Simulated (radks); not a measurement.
Values are calculated unless marked as measured or tabulated.
Problem. The argon ion Ar3+, [Ne] 3s2 3p3. Code: a radial shooting solver on a logarithmic mesh with Libxc functionals. Model: non-relativistic Kohn-Sham, r2SCAN, spin-polarised, spherical densities, point nucleus; meta-GGA in the generalised Kohn-Sham scheme. Every spin shell is full or empty, so the densities are truly spherical. Functionals are evaluated on that one density, not self-consistently. Rank these orbital-free kinetic functionals by their error against the exact value of the orbitals, and give that value: Thomas-Fermi, von Weizsacker, TF + vW, TF + vW/9, TF + vW/5, LC94, revAPBEK, Perdew 92, Thakkar, Pearson, LKT, DePristo-Kress, Ernzerhof.

Solution. Exact: 523.926 hartree. From best to worst, with 100 (|E| - |E exact|)/|E exact| (equal figures are ties): Thakkar -0.06, Ernzerhof +0.09, DePristo-Kress +0.10, LC94 +0.19, Perdew 92 -0.50, TF + vW/9 -0.51, revAPBEK +0.65, Pearson -1.44, TF + vW/5 +4.74, Thomas-Fermi -7.07, LKT +29.62, von Weizsacker -40.93, TF + vW +52.00.
